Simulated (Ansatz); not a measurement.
Reaction (substitution at a C–Cl bond): `C=CCl` + `O[Si](Cl)(Cl)Cl` → `C=CO[Si](Cl)(Cl)Cl` + HCl

Isolated molecules relaxed with PBE0-D4/def2-TZVP in Ansatz; ΔE leaves out vibrations. CCSD(T)/CBS is the MP2 limit (def2-TZVPP, def2-QZVPP) plus CCSD(T) − MP2 in def2-TZVPP, frozen cores. This one scheme is used for every species. DFT in def2-TZVPP. B3LYP here is the variant with VWN-RPA as its local correlation; programs differ in this. One conformer a species, not always the lowest.

Problem. Is it downhill or uphill in electronic energy at CCSD(T)/CBS, and by how much? (Estimate.)

Solution. Ansatz gave: Uphill: ΔE = +0.12 eV.

Problem. What do these levels give: PBE-D4, r2SCAN-D4, ωB97X-V, ωB97M-V, r2SCAN, B3LYP, MP2/def2-TZVPP, CCSD(T)/def2-TZVPP, HF/def2-QZVPP, MP2/def2-QZVPP, SCS-MP2/def2-QZVPP, CCSD/CBS(def2)? (An estimate is asked.)

Solution. Ansatz gave: PBE-D4 0.13, r2SCAN-D4 0.12, ωB97X-V 0.09, ωB97M-V 0.10, r2SCAN 0.15, B3LYP 0.18, MP2/def2-TZVPP 0.13, CCSD(T)/def2-TZVPP 0.09, HF/def2-QZVPP 0.11, MP2/def2-QZVPP 0.15, SCS-MP2/def2-QZVPP 0.15, CCSD/CBS(def2) 0.13 eV.

Largest T1 diagnostic among the species: 0.011.

The D4 term adds −0.11 eV with B3LYP and −0.07 eV with PBE0; it sums over pairs of atoms, weighted by their polarisabilities, and B3LYP, whose exchange is more repulsive, gets the larger term.
